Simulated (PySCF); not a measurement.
Consider 3-fluoroanisole, `COc1cccc(F)c1` (C7H7FO). Non-hydrogen atoms are numbered in `[CH3:1][O:2][c:3]1[cH:4][cH:5][cH:6][c:7]([F:8])[cH:9]1`. These are map numbers, not IUPAC locants.

Computed at ωB97X-D3(BJ)/ma-def2-SVP // PBE0-D3(BJ)/def2-SVP with PySCF (density fitting, grid level 2). ωB97X-D3(BJ) is ωB97X-V with D3(BJ) in place of VV10. Thermal corrections: PBE0-D3(BJ)/def2-SVP frequencies, unscaled, ideal gas at 298.15 K and 1 bar, quasi-RRHO entropy.

(1) What are the vertical and the adiabatic ionisation energy for forming the radical cation?

(2) Where does the unpaired spin of the relaxed radical cation sit?

(3) What oxidation potential follows in DMF (IEF-PCM), on the absolute scale?

(4) How far is −ε(HOMO) from the vertical value by ΔSCF?

Answers

(1) 8.67 eV vertical and 8.41 eV adiabatic, the latter with zero-point energy.

(2) C6 (aromatic carbon) 0.43, C4 (aromatic carbon) 0.35, O2 (ether oxygen) 0.20, C5 (aromatic carbon) -0.16 (intrinsic atomic orbital populations).

(3) In the gas phase ΔG of oxidation is 8.381 eV, and solvation is -19.6 kJ/mol for the parent and -218.9 kJ/mol for the product, so the absolute potential is 6.32 V. The solvent is electrostatics only, on gas-phase structures; the absolute scale refers to an electron at rest in vacuum.

(4) −ε(HOMO) = 8.88 eV, which is 0.21 eV above the ΔSCF value.

Note: ma-def2-SVP is a small basis, whose errors can reach tens of kJ/mol.
